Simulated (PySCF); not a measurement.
**Electron correlation in F (fluorine, neutral)**

[He] 2s2 2p4 3s1, high-spin 4P determinant (an excited configuration). Calculation: PySCF 2.14, in aug-cc-pVTZ with one added diffuse shell each of s, p, d, f type (6s5p4d3f, 62 functions); no relativity, point nucleus. Frozen: 1s2; 7 electrons correlated.

| level | correlation energy (mhartree) |
| --- | --- |
| CCSD | -167.07 |
| (T) | -2.65 |
| CCSD(T) | -169.72 |

Diagnostics: T1 = 0.011, D1 = 0.0358, largest double amplitude 0.025.

**Question.** Is a single reference adequate?

**Answer.** Yes: T1 lies below 0.03 and no double amplitude reaches 0.07.
